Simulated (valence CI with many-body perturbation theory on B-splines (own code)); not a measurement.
# Sm⁵⁷⁺: calculated level list

Method: relativistic CI+MBPT: three valence electrons over a frozen Dirac-Fock core [He], a basis of 11 s, 11 p, 9 d, 7 f, 5 g, 2 h, 1 i functions for each j, with the one-electron correlation potential Σ1, the two-electron term Σ2, the three-electron term Σ3, Breit, model QED; selected CI, second order for the rest (own B-spline code, finite nucleus).

No measured spectrum was set against this ion. As an estimate, large intervals hold to a few tenths of a per cent, small ones and those within an open d or f shell to about a per cent.

Levels 1 to 45 of 101, with energies above the lowest level, (2s^2 2p1/2) J=1/2. "Leading %" is the weight of the configuration and term that name the level; weights of strongly mixed levels are sums over their largest components and can fall short. In the jj column 3d3/2^4 stands for four electrons in 3d with j = 3/2. Lifetimes count E1, E2, E3, M1 and M2 decay at the calculated energies, and are blank where another channel may lead or the interval is too uncertain; long ones can be off by a factor of two.

| No. | Configuration | Term | J | E (× 10³ cm⁻¹) | Leading % | Lifetime | Leading jj |
| --- | --- | --- | --- | --- | --- | --- | --- |
| 1 | 2s²2p | ²P° | 1/2 | 0.00 | 100 |  | 2s^2 2p1/2 (100 %) |
| 2 | 2s2p² | ⁴P | 1/2 | 1632.3 | 53 | 67.8 ps | 2s 2p1/2^2 (99 %) |
| 3 | 2s²2p | ²P° | 3/2 | 5319.5 | 99 | 194 ps | 2s^2 2p3/2 (99 %) |
| 4 | 2s2p² | ⁴P | 3/2 | 6459.0 | 91 | 61.2 ps | 2s 2p1/2 2p3/2 (100 %) |
| 5 | 2s2p² | ²D | 5/2 | 6749.1 | 61 | 174 ps | 2s 2p1/2 2p3/2 (100 %) |
| 6 | 2s2p² | ²P | 1/2 | 7214.8 | 70 | 387 fs | 2s 2p1/2 2p3/2 (99 %) |
| 7 | 2s2p² | ²D | 3/2 | 7226.1 | 63 | 451 fs | 2s 2p1/2 2p3/2 (100 %) |
| 8 | 2p³ | ²P° | 3/2 | 8944.8 | 47 | 579 fs | 2p1/2^2 2p3/2 (99 %) |
| 9 | 2s2p² | ⁴P | 5/2 | 11924 | 61 | 2.04 ps | 2s 2p3/2^2 (100 %) |
| 10 | 2s2p² | ²S | 1/2 | 12627 | 69 | 480 fs | 2s 2p3/2^2 (100 %) |
| 11 | 2s2p² | ²P | 3/2 | 12635 | 62 | 269 fs | 2s 2p3/2^2 (100 %) |
| 12 | 2p³ | ⁴S° | 3/2 | 13954 | 55 | 288 fs | 2p1/2 2p3/2^2 (100 %) |
| 13 | 2p³ | ²D° | 5/2 | 14126 | 100 | 316 fs | 2p1/2 2p3/2^2 (100 %) |
| 14 | 2p³ | ²P° | 1/2 | 14493 | 100 | 257 fs | 2p1/2 2p3/2^2 (100 %) |
| 15 | 2p³ | ²P° | 3/2 | 19569 | 52 | 193 fs | 2p3/2^3 (100 %) |
| 16 | 2s²3s | ²S | 1/2 | 57051 | 98 | 7.90 fs | 2s^2 3s (98 %) |
| 17 | 2s²3p | ²P° | 1/2 | 57604 | 96 | 201 fs | 2s^2 3p1/2 (96 %) |
| 18 | 2s2p3s | ⁴P° | 1/2 | 58145 | 86 | 8.83 fs | 2s 2p1/2 3s (98 %) |
| 19 | 2s2p3s | ⁴P° | 3/2 | 58323 | 60 | 7.90 fs | 2s 2p1/2 3s (98 %) |
| 20 | 2s2p3s | ²P° | 1/2 | 58522 | 94 | 10.8 fs | 2s 2p1/2 3s (99 %) |
| 21 | 2s2p3p | ⁴D | 1/2 | 58612 | 72 | 11.0 fs | 2s 2p1/2 3p1/2 (100 %) |
| 22 | 2s2p3p | ⁴D | 3/2 | 58802 | 41 | 3.90 fs | 2s 2p1/2 3p1/2 (99 %) |
| 23 | 2s2p3p | ⁴P | 1/2 | 59080 | 47 | 8.60 fs | 2s 2p1/2 3p1/2 (99 %) |
| 24 | 2s²3p | ²P° | 3/2 | 59187 | 96 | 104 fs | 2s^2 3p3/2 (96 %) |
| 25 | 2s²3d | ²D | 3/2 | 59579 | 97 | 1.26 fs | 2s^2 3d3/2 (97 %) |
| 26 | 2s²3d | ²D | 5/2 | 60009 | 96 | 1.31 fs | 2s^2 3d5/2 (96 %) |
| 27 | 2p²3s | ⁴P | 1/2 | 60084 | 37 | 7.21 fs | 2p1/2^2 3s (80 %) |
| 28 | 2s2p3p | ⁴P | 3/2 | 60262 | 31 | 10.8 fs | 2s 2p1/2 3p3/2 (100 %) |
| 29 | 2s2p3p | ⁴D | 5/2 | 60479 | 45 | 51.1 fs | 2s 2p1/2 3p3/2 (97 %) |
| 30 | 2s2p3p | ²D | 3/2 | 60502 | 44 | 4.77 fs | 2s 2p1/2 3p3/2 (99 %) |
| 31 | 2p²3p | ²P° | 1/2 | 60557 | 39 | 1.37 fs | 2p1/2^2 3p1/2 (87 %) |
| 32 | 2s2p3d | ⁴F° | 3/2 | 60570 | 71 | 4.92 fs | 2s 2p1/2 3d3/2 (100 %) |
| 33 | 2s2p3p | ²P | 1/2 | 60595 | 32 | 3.66 fs | 2s 2p1/2 3p3/2 (81 %) |
| 34 | 2s2p3d | ⁴F° | 5/2 | 60775 | 47 | 6.51 fs | 2s 2p1/2 3d3/2 (96 %) |
| 35 | 2s2p3d | ²P° | 3/2 | 60906 | 28 | 1.01 fs | 2s 2p1/2 3d3/2 (97 %) |
| 36 | 2s2p3d | ⁴D° | 1/2 | 60967 | 50 | 1.51 fs | 2s 2p1/2 3d3/2 (88 %) |
| 37 | 2s2p3d | ⁴P° | 5/2 | 61091 | 35 | 1.30 fs | 2s 2p1/2 3d5/2 (98 %) |
| 38 | 2s2p3d | ⁴F° | 7/2 | 61282 | 38 | 1.36 fs | 2s 2p1/2 3d5/2 (99 %) |
| 39 | 2s2p3d | ²F° | 5/2 | 61370 | 51 | 1.36 fs | 2s 2p1/2 3d5/2 (98 %) |
| 40 | 2s2p3d | ²D° | 3/2 | 61373 | 39 | 1.36 fs | 2s 2p1/2 3d5/2 (95 %) |
| 41 | 2p²3p | ²P° | 3/2 | 62267 | 33 | 4.61 fs | 2p1/2^2 3p3/2 (96 %) |
| 42 | 2p²3d | ²D | 3/2 | 62558 | 41 | 7.11 fs | 2p1/2^2 3d3/2 (98 %) |
| 43 | 2p²3d | ²D | 5/2 | 63083 | 34 | 1.40 fs | 2p1/2^2 3d5/2 (98 %) |
| 44 | 2s2p3s | ⁴P° | 5/2 | 63475 | 100 | 11.4 fs | 2s 2p3/2 3s (100 %) |
| 45 | 2s2p3s | ²P° | 3/2 | 63650 | 77 | 6.96 fs | 2s 2p3/2 3s (99 %) |

The ionisation energy to 2s² ¹S0 of the next ion comes out as 12582 eV (NIST: 12588 ± 6 eV (theoretical)). All 101 levels together are meant to be complete up to 68420 × 10³ cm⁻¹.
